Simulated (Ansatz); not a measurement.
Cost and result for the atomization energy of `C1[SiH2][GeH2][S]1` (10 atoms, 10 bonds).

```xyz
10

C    -0.4722    0.7883   -1.0746
Si    1.0884    0.1374   -0.2232
Ge   -0.3976   -0.9729    1.2444
S    -1.7208    0.5652    0.2567
H    -0.4278    1.8412   -1.3574
H    -0.7530    0.2046   -1.9529
H     1.8009    1.2327    0.4855
H     2.0598   -0.5901   -1.0876
H    -0.8535   -2.4132    0.9394
H    -0.3241   -0.7933    2.7698
```

Total charge 0; spin multiplicity 1. Correlated methods include outer-core shells of Ge, which these sets cover unevenly. Scalar relativity is left out up to krypton. The structure was optimised at the PBE0-D4/def2-TZVP level. Program: Ansatz. All runs use 4 threads of an Arm Neoverse V2 on a shared host. Times are those of one run each, without the atoms' runs, and a repeat can differ threefold. Electronic energies, without spin–orbit coupling; frozen cores. CCSD(T)/CBS adds CCSD(T) − MP2 in def2-TZVPP to the MP2 limit, and its time is that of the two runs behind it. T1 = 0.012. With those shells the extrapolation isn't a true limit. B3LYP takes the VWN-RPA correlation (the form of Gaussian; ORCA's B3LYP/G).

CCSD(T)/CBS is a level of theory with its own doubt, some kJ/mol a heavy atom from the limit and from the frozen cores, so smaller differences don't rank the functionals.

```
                             level  functions  wall time
   PBE-D4/def2-TZVPP (with forces)        247      2.6 s
                PBE0-D4/def2-TZVPP        247      3.7 s
r2SCAN-D4/def2-TZVPP (with forces)        247      5.5 s
 B3LYP-D4/def2-TZVPP (with forces)        247      5.5 s
                 B2PLYP/def2-TZVPP        247      6.5 s
                ωB97X-V/def2-TZVPP        247      8.5 s
  ωB97M-V/def2-TZVPP (with forces)        247       13 s
                    MP2/def2-QZVPP        466       22 s
                CCSD(T)/def2-TZVPP        247    2.4 min
                 CCSD(T)/CBS(def2)          –    2.7 min
```

Question: What atomization energy does each give, and how far from CCSD(T)/CBS? (Estimate.)

Answer: The calculation gave: 
```
                             level  atomization (kcal/mol)  difference from CCSD(T)/CBS  per bond
   PBE-D4/def2-TZVPP (with forces)                   757.8                          3.0       0.3
                PBE0-D4/def2-TZVPP                   752.1                         -2.7      -0.3
r2SCAN-D4/def2-TZVPP (with forces)                   756.0                          1.2       0.1
 B3LYP-D4/def2-TZVPP (with forces)                   747.8                         -7.0      -0.7
                 B2PLYP/def2-TZVPP                   739.0                        -15.8      -1.6
                ωB97X-V/def2-TZVPP                   759.8                          5.0       0.5
  ωB97M-V/def2-TZVPP (with forces)                   753.0                         -1.8      -0.2
                    MP2/def2-QZVPP                   748.9                         -5.9      -0.6
                CCSD(T)/def2-TZVPP                   735.3                        -19.5      -1.9
                 CCSD(T)/CBS(def2)                   754.8                          0.0       0.0
```

The D4 term adds +10.7 kcal/mol with B3LYP and +5.5 kcal/mol with PBE0; it sums over pairs of atoms, weighted by their polarisabilities, and B3LYP, whose exchange is more repulsive, gets the larger term. In def2-TZVPP, CCSD(T) changes the Hartree–Fock value by +188.4 kcal/mol (the triples alone add +11.5 kcal/mol) and MP2 by +190.7 kcal/mol; breaking electron pairs costs correlation energy, which Hartree–Fock lacks. From PBE to PBE0 (25 % exact exchange), in def2-TZVPP and without D4, the atomization energy moves by −4.7 kcal/mol: exact exchange takes away binding that semilocal exchange gives to molecules.
